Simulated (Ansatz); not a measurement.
Gas-phase electronic energies from Ansatz, PBE0-D4/def2-TZVP geometries. CBS: MP2 limit from def2 TZ/QZ plus the TZ coupled-cluster correction, frozen cores. This one scheme is used for every species, atoms too. For atomizations the MP2-based limit and the directly extrapolated one differ by several kJ/mol either way, and by 10 to 25 for some Ge, Se and Sn compounds, so smaller differences from it don't rank the levels. Functionals use def2-TZVPP. No spin–orbit coupling; open shells (•) take unrestricted orbitals. Spin–orbit coupling would lower the free atoms: a little for B, C. Each species was taken in one conformer, which may not be the lowest.

Consider the atomization: `C[B-](C)(C)[P+](C)(C)C` → B• + 6 C• + 18 H• + P•.

CCSD(T)/CBS gives +9865.4 kJ/mol.

Task: Another level gave +9846.3 kJ/mol. Which?
A. r2SCAN0-D4/def2-TZVPP
B. SCS-MP2/def2-TZVPP
C. ωB97M-V/def2-TZVPP
D. revPBE-D4/def2-TZVPP

Result: A. r2SCAN0-D4 9846.3, ωB97M-V 9918.4, SCS-MP2/def2-TZVPP 9711.7, revPBE-D4 9850.5 kJ/mol.

Largest T1 diagnostic among the species: 0.014.

The D4 term adds +112.6 kJ/mol with B3LYP and +61.5 kJ/mol with PBE0; it sums over pairs of atoms, weighted by their polarisabilities, and B3LYP, whose exchange is more repulsive, gets the larger term. From PBE to PBE0 (25 % exact exchange), in def2-TZVPP and without D4, ΔE moves by −73.8 kJ/mol: exact exchange takes away binding that semilocal exchange gives to molecules.

B3LYP here is the variant with VWN-RPA as its local correlation; programs differ in this.
